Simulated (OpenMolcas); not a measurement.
## 4d⁴ along the 40-electron sequence

- Program: OpenMolcas 26.06
- Method: RASSCF
- Basis: ANO-R2
- Scalar Hamiltonian: X2C, finite nucleus
- Spin-orbit coupling: state interaction with AMFI integrals over the reference wave functions, term energies averaged over their components

Active space for each ion: 10 electrons in 8 orbitals (RAS1 4p, at most 2 holes; RAS2 4d).

Computed levels in cm-1 above ⁵D₀:

| Level | Mo2+ | Tc3+ | Ru4+ | Rh5+ | Pd6+ | Ag7+ |
| --- | --- | --- | --- | --- | --- | --- |
| ⁵D₁ | 240 | 350 | 497 | 688 | 984 | 1274 |
| ⁵D₂ | 673 | 962 | 1335 | 1801 | 2479 | 3126 |
| ⁵D₃ | 1249 | 1756 | 2387 | 3151 | 4213 | 5209 |
| ⁵D₄ | 1930 | 2675 | 3576 | 4640 | 6063 | 7383 |
| ³P₀(1) | 14140 | 16106 | 17739 | 19268 | 20505 | 22158 |
| ³P₁(1) | 15462 | 17965 | 20248 | 22532 | 24739 | 27279 |
| ³H₄ | 16576 | 19150 | 21351 | 23415 | 25195 | 27290 |
| ³H₅ | 17191 | 20078 | 22682 | 25237 | 27697 | 30409 |
| ³P₂(1) | 17442 | 20652 | 23726 | 26877 | 30112 | 33572 |
| weight of ⁵D in the lowest level (%) | 99 | 98 | 97 | 96 | 94 | 92 |

Mixed levels, with the weight of the term that names them: Ru4+ ³H₄ (73 %), Rh5+ ³H₄ (70 %), Pd6+ ³H₄ (66 %), Ag7+ ³H₄ (64 %).

Measured, with the error of the calculation in %. Measured levels: Mo2+ from Sugar and Musgrove, J. Phys. Chem. Ref. Data 17, 155 (1988); Ag7+ from Atoms 5, 11 (2017), spectra Ag VII to Ag IX.

```json
{"Level": "⁵D₁", "Mo2+": "242 (-0.9)", "Ag7+": "1340 (-4.9)"}
{"Level": "⁵D₂", "Mo2+": "668 (+0.7)", "Ag7+": "3212 (-2.7)"}
{"Level": "⁵D₃", "Mo2+": "1224 (+2.1)", "Ag7+": "5292 (-1.6)"}
{"Level": "⁵D₄", "Mo2+": "1872 (+3.1)", "Ag7+": "7443 (-0.8)"}
{"Level": "³P₀(1)", "Mo2+": "11149 (+26.8)", "Ag7+": "21309 (+4.0)"}
{"Level": "³P₁(1)", "Mo2+": "12510 (+23.6)", "Ag7+": "26526 (+2.8)"}
{"Level": "³H₄", "Mo2+": "12680 (+30.7)", "Ag7+": "23302 (+17.1)"}
{"Level": "³H₅", "Mo2+": "13276 (+29.5)", "Ag7+": "26250 (+15.8)"}
{"Level": "³P₂(1)", "Mo2+": "", "Ag7+": "32134 (+4.5)"}
```

The fine-structure level ⁵D₄ changes by a factor of 3.83 from Mo2+ to Ag7+. Its fourth root runs 6.63, 7.19, 7.73, 8.25, 8.82, 9.27, with steps per unit of Z of 0.56, 0.54, 0.52, 0.57, 0.45; equal steps would mean a (Z - σ)^4 law with constant σ.

³P₀(1) changes by a factor of 1.57 over the same range, with steps per unit of Z of +1970, +1630, +1530, +1240, +1650 cm-1.

Without dynamic correlation excited terms often stand tens of per cent too high (terms of higher spin than the ground term too low), and those without a measured partner can miss by more than the paired ones. Active for correlation alone: 4p; no level in the range computed is led by a configuration that opens it, so any true level of that kind is missing. Measured partners are found by configuration, term and J. A level has none where our copy of the source lacks it or the pairing is in doubt (some pairs that miss far off the trend of their configuration count as doubtful), and it then counts in no deviation. Only configurations of the active space appear.

A number in round brackets counts repeated terms of one configuration in the order of the reference energies.
